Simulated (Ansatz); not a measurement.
CrN(OH)3 (CrNO₃H₃). Charge 0, multiplicity 1. Geometry B3LYP-D4/def2-SVP.

```
atom   x (Å)   y (Å)   z (Å)
 Cr1   0.014   0.004  -0.038
  N2  -0.515  -0.139   1.357
  O3   1.591   0.744   0.070
  H4   1.947   0.973   0.940
  O5  -1.100   1.013  -0.923
  H6  -1.886   1.357  -0.474
  O7   0.110  -1.595  -0.731
  H8  -0.162  -2.357  -0.201
```

The restricted singlet is unstable towards broken spin symmetry in Hartree–Fock (as tested in another run); at LDA (SPW92)/def2-TZVP, PBE-D4/def2-SVP, PBE-D4/def2-TZVPD, r2SCAN-D4/def2-TZVP and others this wasn't settled.

(1) Estimate the orbital energies around the gap (eV) in Ansatz with LDA (SPW92)/def2-TZVP, PBE-D4/def2-SVP, PBE-D4/def2-TZVPD, r2SCAN-D4/def2-TZVP, CAM-B3LYP-D4/def2-TZVP.

Results:

(1) 
| orbital | LDA (SPW92)/def2-TZVP | PBE-D4/def2-SVP | PBE-D4/def2-TZVPD | r2SCAN-D4/def2-TZVP | CAM-B3LYP-D4/def2-TZVP |
| --- | --- | --- | --- | --- | --- |
| HOMO−5 | -8.71 | -8.14 | -8.50 | -8.82 | -11.64 |
| HOMO−4 | -8.71 | -8.14 | -8.50 | -8.82 | -11.64 |
| HOMO−3 | -8.10 | -7.63 | -7.95 | -8.25 | -11.09 |
| HOMO−2 | -8.10 | -7.63 | -7.95 | -8.25 | -11.09 |
| HOMO−1 | -7.83 | -7.37 | -7.66 | -7.99 | -10.86 |
| HOMO | -7.79 | -7.23 | -7.65 | -7.97 | -10.59 |
| LUMO | -3.86 | -3.35 | -3.65 | -3.66 | -1.67 |
| LUMO+1 | -3.86 | -3.35 | -3.65 | -3.66 | -1.67 |
| LUMO+2 | -2.46 | -2.00 | -2.31 | -2.21 | -0.35 |
| LUMO+3 | -2.46 | -2.00 | -2.31 | -2.21 | -0.35 |
| LUMO+4 | -1.05 | -0.47 | -0.90 | -0.64 | 0.64 |
| LUMO+5 | -0.75 | -0.37 | -0.81 | 0.03 | 0.98 |
